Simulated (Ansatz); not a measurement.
## One step, two centres

Four-centre ligand exchange, with the central atom changed down its group and all else kept; in the first member these bonds form or tighten: As–Si, H–O; these break or loosen: As–H, O–Si.

Gas-phase electronic energies, without zero-point energy, by CCSD(T) at an estimated basis limit (MP2 extrapolated from triple and quadruple zeta, plus CCSD(T) − MP2 in triple zeta); Ansatz 0.2.0, def2-TZVPP and QZVPP, frozen cores, core potentials past krypton, on PBE0-D4/def2-TZVP structures. Extrapolation: Hartree–Fock as exp(−7.88 √X), correlation as X^−2.97. All energies, in kJ/mol, count from the separated reactants, without counterpoise correction; the start and end structures are the complexes reached by relaxing down from the saddle, and deeper ones may exist. Brackets give SMILES, or, where every atom is bracketed, only which atoms are joined. Steps whose reference was doubtful or whose search ended elsewhere are left out.

| reactants | products | start structure | saddle | end structure | saddle by PBE-D4/TZ |
| --- | --- | --- | --- | --- | --- |
| SiH₄O ([OH][SiH3]) + AsH₃ | SiAsH₅ ([SiH3][AsH2]) + H₂O | -5.5 | ? | 43.3 | 149.2 |
| SnH₄O ([OH][SnH3]) + AsH₃ | SnAsH₅ ([AsH2][SnH3]) + H₂O | -13.4 | 102.8 | -58.1 | 72.6 |

Question: What is the height of the saddle for SiH₄O ([OH][SiH3]) + AsH₃? (An estimate is asked for; the value comes from the calculation.)

Answer: The calculation gives: 190.6 kJ/mol relative to the separated reactants, the higher of the two; above its start structure the barrier is 190.6 − (-5.5) ≈ 196.1 kJ/mol.

The saddle falls down the group: the larger centre, with longer and weaker bonds, takes on an extra partner at less cost.

Question: How do the PBE-D4 saddles lie against the coupled-cluster estimate?

Answer: Both lower, by 30.2 to 41.4 kJ/mol.

No T1 diagnostic of these runs exceeds 0.014. The filled d shells of As, Sn are correlated in sets not built for that, so values that involve them are less sure.

For scale, one of the runs: CCSD(T)/def2-TZVPP, 227 basis functions, launched by `ansatz run in.yaml --threads 8 --pin off --events-out ev --progress --plain --max-ram 19148MiB`. The run took 100 s on 8 CPU threads of an Arm Neoverse V2 (shared host), with 4.3 GiB of host memory at its peak.
